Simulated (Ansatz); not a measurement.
Consider the formal exchange of groups at the Sn–B bond: `F[B](F)[SnH3]` + `BC` → `B[CH2][SnH3]` + `FBF`.

Calculated with Ansatz (gas phase, PBE0-D4/def2-TZVP geometries, no zero-point term in ΔE). CBS: MP2 limit from def2 TZ/QZ plus the TZ coupled-cluster correction, frozen cores. This one scheme is used for every species. DFT in def2-TZVPP. B3LYP here is the variant with VWN-RPA as its local correlation; programs differ in this. HSE06 is defined as in plane-wave codes. Elements past krypton have def2 core potentials. For Sn outer-core shells are correlated without core-valence functions, which leaves a few kJ/mol of doubt a bond.

```json
{"level": "revPBE-D4", "ΔE (kcal/mol)": "-5.7", "difference from CCSD(T)/CBS": "2.2"}
{"level": "B97M-V", "ΔE (kcal/mol)": "-5.4", "difference from CCSD(T)/CBS": "2.5"}
{"level": "B3LYP-D4", "ΔE (kcal/mol)": "-5.7", "difference from CCSD(T)/CBS": "2.2"}
{"level": "HSE06-D4", "ΔE (kcal/mol)": "-5.6", "difference from CCSD(T)/CBS": "2.3"}
{"level": "PBE0", "ΔE (kcal/mol)": "-4.9", "difference from CCSD(T)/CBS": "3.0"}
{"level": "r2SCANh", "ΔE (kcal/mol)": "-5.7", "difference from CCSD(T)/CBS": "2.2"}
{"level": "r2SCAN0", "ΔE (kcal/mol)": "-5.7", "difference from CCSD(T)/CBS": "2.2"}
{"level": "LC-ωPBE", "ΔE (kcal/mol)": "-4.0", "difference from CCSD(T)/CBS": "3.9"}
{"level": "MP2/def2-SVP", "ΔE (kcal/mol)": "-8.0", "difference from CCSD(T)/CBS": "-0.1"}
{"level": "CCSD/def2-SVP", "ΔE (kcal/mol)": "-5.8", "difference from CCSD(T)/CBS": "2.1"}
{"level": "CCSD(T)/def2-SVP", "ΔE (kcal/mol)": "-6.3", "difference from CCSD(T)/CBS": "1.6"}
{"level": "HF/def2-TZVPP", "ΔE (kcal/mol)": "-4.2", "difference from CCSD(T)/CBS": "3.7"}
{"level": "CCSD(T)/def2-TZVPP", "ΔE (kcal/mol)": "-7.4", "difference from CCSD(T)/CBS": "0.5"}
{"level": "HF/def2-QZVPP", "ΔE (kcal/mol)": "-4.4", "difference from CCSD(T)/CBS": "3.5"}
{"level": "SCS-MP2/def2-QZVPP", "ΔE (kcal/mol)": "-8.6", "difference from CCSD(T)/CBS": "-0.7"}
{"level": "MP2/CBS(def2)", "ΔE (kcal/mol)": "-9.8", "difference from CCSD(T)/CBS": "-1.9"}
{"level": "CCSD(T)/CBS", "ΔE (kcal/mol)": "-7.9", "difference from CCSD(T)/CBS": "0"}
```

Largest T1 diagnostic among the species: 0.014.

In def2-TZVPP, CCSD(T) changes the Hartree–Fock value by −3.2 kcal/mol (the triples alone add −0.8 kcal/mol) and MP2 by −5.1 kcal/mol. The D4 term adds −1.1 kcal/mol with B3LYP and −0.6 kcal/mol with PBE0; it sums over pairs of atoms, weighted by their polarisabilities, and B3LYP, whose exchange is more repulsive, gets the larger term. Leaving LDA and LC-ωPBE aside and taking each functional with its dispersion term where it has one, the values, not all of them listed here, spread over 2.0 kcal/mol, from PBE-QIDH to ωB97X-V. LDA lies −0.8 kcal/mol from PBE without D4.
